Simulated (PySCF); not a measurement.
# Identify the compound

The spectra below were simulated for a compound C₄H₆F₂O₂Si.

1H NMR (300 MHz, computed): δ 8.27 (m, 1H), 5.15 (m, 1H), 4.74 (m, 1H), 4.55 (m, 1H), 1.97 (m, 1H), 1.88 (m, 1H).

13C{1H} NMR (computed): δ 170.6 (CH), 118.6 (C), 93.1 (CH), 23.3 (CH2).

Calculated, not measured (PySCF 2.14.0 with density-fitted response routines): GFN2-xTB structure, σ from GIAO-PBE0/pcSseg-1. Gas phase, relativity neglected, single conformer.

References, each an isolated molecule treated in the same way: 1H (σ = 31.72 ppm) and 13C (σ = 186.93 ppm) vs TMS.

**Question.** Deduce the structure.

**Answer.** 
1. The formula gives 2 degrees of unsaturation (1 ring in the answer).
2. 4 carbon signals for 4 carbons: no two carbons are equivalent.
3. Carbon types of the structure: 1 × C, 2 × CH, 1 × CH2, leaving 2 H on heteroatoms.
4. δC 170.6: ester carbonyl carbon; lone-pair donation from the attached heteroatom keeps it upfield of a ketone carbonyl.
5. δC 118.6: fully substituted sp3 carbon bonded to F and O and Si; 2 electronegative neighbours deshield it.
6. δC 93.1: sp3 CH bonded to F; deshielded by the electronegative neighbour.
7. δC 23.3: sp3 CH2 bonded to Si.
8. δH 8.27: hydrogen on an ester carbonyl carbon.
9. δH 5.15: hydrogen on an sp3 CH bonded to F; its carbon carries F, an electronegative neighbour.
10. δH 1.97, 1.88: hydrogen on an sp3 CH2 bonded to Si.

The compound is `O=CO[C@@]1(F)[SiH2]C[C@@H]1F`.

The data come from this structure; uniqueness wasn't tested.

Splittings by 19F in the carbon and heteronuclear signals aren't shown, as no couplings were computed. Shifts are as computed. Against solution values, carbons near 30 ppm lie about +3 ppm off and those near 130 ppm about +5 ppm. Of 1309 compounds with measured shifts, 239 miss one by over three times the rms of a fit or turn the order of signals round; such compounds aren't used in these exercises. No couplings were computed; multiplicities are counted from neighbouring protons, with m where these are inequivalent, close in shift, in a saturated or five-membered ring or joined by F or P, and br s for small geminal =CH2 splittings.
